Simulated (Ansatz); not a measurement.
Geometry optimisation, Ansatz, RKS BHLYP-D4/def2-mTZVP.

input.yaml

```yaml
crystal:
  periodic: [false, false, false]
  atoms:
    - { symbol: Ge, position_ang: [-0.272732, -0.134915, -0.440149] }
    - { symbol: F, position_ang: [-0.15574, 0.818699, 2.281624] }
    - { symbol: H, position_ang: [0.933785, -0.714766, 0.279624] }
    - { symbol: H, position_ang: [-0.224206, 1.382798, -0.572546] }
    - { symbol: H, position_ang: [-0.459095, -0.777427, -1.82209] }
    - { symbol: O, position_ang: [-1.727176, -0.56643, 0.490304] }
    - { symbol: Si, position_ang: [-3.203635, -1.087061, 0.017951] }
    - { symbol: H, position_ang: [-3.127345, -2.451126, -0.534542] }
    - { symbol: H, position_ang: [-4.086632, -1.082009, 1.193211] }
    - { symbol: H, position_ang: [-3.760951, -0.201019, -1.02044] }
    - { symbol: H, position_ang: [-0.965374, 0.380457, 2.326353] }
basis:
  gaussian: { orbitals: def2-mTZVP }
hamiltonian:
  xc: { name: BHLYP }
  dispersion: d4
relax:
  f_tol: 0.03
  max_steps: 50
```

Launched with:

```bash
$ ansatz run input.yaml --threads 4 --pin off --max-ram 5120MiB --backend cpu --events-out ev --progress --plain --runs-dir out
```

Question: Where does it end, and by what steps?

Answer: It converged. After 11 steps the energy has fallen by 0.185 eV; F2 moved furthest, 0.94 Å.

```tsv
step	energy less start (eV)	largest force component (eV/Å)	accepted
0	0.0000	0.317	yes
1	0.0254	2.408	no
2	-0.0374	0.773	yes
3	-0.0746	0.701	yes
4	-0.1234	0.576	yes
5	-0.1425	0.305	yes
6	-0.1631	0.226	yes
7	-0.1781	0.225	yes
8	-0.1834	0.176	yes
9	-0.1792	0.614	no
10	-0.1847	0.049	yes
11	-0.1849	0.011	yes
```

```xyz
11
Properties=species:S:1:pos:R:3
Ge -0.165 -0.133 -0.633
F -0.924 0.573 2.765
H 1.021 -0.757 0.088
H -0.010 1.370 -0.827
H -0.484 -0.846 -1.946
O -1.584 -0.371 0.441
Si -3.086 -0.984 0.149
H -2.977 -2.366 -0.348
H -3.828 -0.953 1.415
H -3.776 -0.172 -0.867
H -1.237 0.206 1.963
```

Time of the run: 27 s on 4 threads of Arm Neoverse V2 (shared host), peak memory 0.31 GiB.
